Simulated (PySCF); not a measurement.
# Calculated properties of `CB(C)P[SiH2]O`

Compound: C₂H₁₀BOPSi.
Geometry (PBE0-D3(BJ)/def2-SVP, Å), atoms numbered from 1 in this order:
```
atom  x, y, z in Å
C1    -1.409   -0.375    0.841
B2    -0.777    0.085   -0.522
C3    -1.319   -0.453   -1.893
P4     0.625    1.378   -0.458
Si5    2.060    0.209    0.816
O6     1.698    0.503    2.420
H7    -1.693   -1.441    0.815
H8    -2.358    0.182    0.955
H9    -0.805   -0.182    1.740
H10   -1.161    0.218   -2.751
H11   -2.377   -0.758   -1.853
H12   -0.740   -1.373   -2.107
H13    1.256    1.231   -1.728
H14    3.439    0.650    0.436
H15    1.974   -1.271    0.673
H16    1.568    1.430    2.645
```

Structural features include: Si–H bond and three-coordinate boron.

**PBE0-D3(BJ)/def2-SVP geometry optimisation, gas phase (PySCF)**

| Property | Result |
| --- | --- |
| Point group | C1 |
| Rotational constants A, B, C | 3.361, 1.327, 1.118 GHz |

From CAM-B3LYP/def2-SVPD ground state and vertical TDDFT (core frozen in the response) (PySCF):

| Property | Result |
| --- | --- |
| Dipole moment | 0.90 D |
| HOMO energy | -8.43 eV |
| LUMO energy | 0.19 eV |
| HOMO–LUMO gap | 8.62 eV |
| Lowest singlet excitation | 5.22 eV (238 nm, f = 0.042) |
| Strongest line among the 6 lowest singlet transitions | S2 at 6.10 eV (203 nm, f = 0.105) |
| Static isotropic polarisability | 98.5 au |
| Electronic spatial extent ⟨r²⟩ about the centre of nuclear charge | 1143 bohr² |

Monoisotopic mass from the formula: 120.0332 u.

The largest Löwdin shares of the HOMO are 0.59 on P4, 0.14 on B2, 0.09 on Si5 and 0.05 on H13. A dipole of 0.90 D is allowed in C1, and pure rotational transitions are dipole-allowed. The 6 singlets span 5.22 to 6.81 eV, and their oscillator strengths add up to 0.27. The rotational constants make it an asymmetric top with κ = (2B − A − C)/(A − C) = -0.81, nearer the prolate limit (−1).

One conformer stands for the species.
